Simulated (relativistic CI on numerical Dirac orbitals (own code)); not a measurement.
**Calculated levels, Co24+**

Calculated at this level of theory: Dirac-Coulomb-Breit CI, orbitals from a KLI potential per configuration, a model potential for QED, unscaled Slater integrals (own radial code, finite nucleus).

Configurations in the expansion (outside the closed core 1s2): 2s, 2p, 3s, 3p, 3d, 4s, 4p, 4d, 4f, 5s, 5p, 5d, 5f, 5g. Levels of other configurations are missing.

The lowest level is 2s ²S1/2, with 100 % of that term; Hund's rules for 2s give ²S with J = 1/2, in agreement.

| No. | Configuration | Term | J | E (eV) | % | Landé g | Lifetime (s) |
| --- | --- | --- | --- | --- | --- | --- | --- |
| 1 | 2s | ²S | 1/2 | 0.00 | 100 | 1.996 |  |
| 2 | 2p | ²P° | 1/2 | 50.91 | 100 | 0.660 | 5.22e-10 |
| 3 | 2p | ²P° | 3/2 | 69.70 | 100 | 1.330 | 2.00e-10 |
| 4 | 3s | ²S | 1/2 | 1246.02 | 100 | 2.000 | 3.08e-13 |
| 5 | 3p | ²P° | 1/2 | 1260.16 | 100 | 0.663 | 1.13e-13 |
| 6 | 3p | ²P° | 3/2 | 1265.71 | 100 | 1.332 | 1.17e-13 |
| 7 | 3d | ²D | 3/2 | 1270.98 | 100 | 0.798 | 3.85e-14 |
| 8 | 3d | ²D | 5/2 | 1272.74 | 100 | 1.199 | 3.90e-14 |
| 9 | 4s | ²S | 1/2 | 1675.34 | 100 | 2.001 | 4.51e-13 |
| 10 | 4p | ²P° | 1/2 | 1681.16 | 100 | 0.664 | 1.91e-13 |
| 11 | 4p | ²P° | 3/2 | 1683.50 | 100 | 1.333 | 1.97e-13 |
| 12 | 4d | ²D | 3/2 | 1685.68 | 100 | 0.798 | 8.92e-14 |
| 13 | 4d | ²D | 5/2 | 1686.42 | 100 | 1.199 | 9.05e-14 |
| 14 | 4f | ²F° | 5/2 | 1686.54 | 100 | 0.856 | 1.84e-13 |
| 15 | 4f | ²F° | 7/2 | 1686.91 | 100 | 1.142 | 1.85e-13 |
| 16 | 5s | ²S | 1/2 | 1872.40 | 100 | 2.001 | 7.01e-13 |
| 17 | 5p | ²P° | 1/2 | 1875.35 | 100 | 0.665 | 3.22e-13 |
| 18 | 5p | ²P° | 3/2 | 1876.54 | 100 | 1.333 | 3.32e-13 |
| 19 | 5d | ²D | 3/2 | 1877.65 | 100 | 0.799 | 1.71e-13 |
| 20 | 5d | ²D | 5/2 | 1878.03 | 100 | 1.200 | 1.73e-13 |
| 21 | 5f | ²F° | 5/2 | 1878.10 | 100 | 0.856 | 3.56e-13 |
| 22 | 5f | ²F° | 7/2 | 1878.29 | 100 | 1.143 | 3.57e-13 |
| 23 | 5g | ²G | 7/2 | 1878.29 | 100 | 0.888 | 5.99e-13 |
| 24 | 5g | ²G | 9/2 | 1878.40 | 100 | 1.111 | 6.00e-13 |

Energies count from the lowest computed level; ° marks odd parity; lifetimes are radiative, by E1, M1, E2, M2 decay to levels of this space only.

The mean weight of the leading LS term, summed over parents, in these 24 levels is 100 %, and that of the leading jj configuration (from the same eigenvectors) 100 %.

At this charge energies of transitions that change n are usually good to better than 1 %, and those within a shell (Δn = 0) to a few per cent.
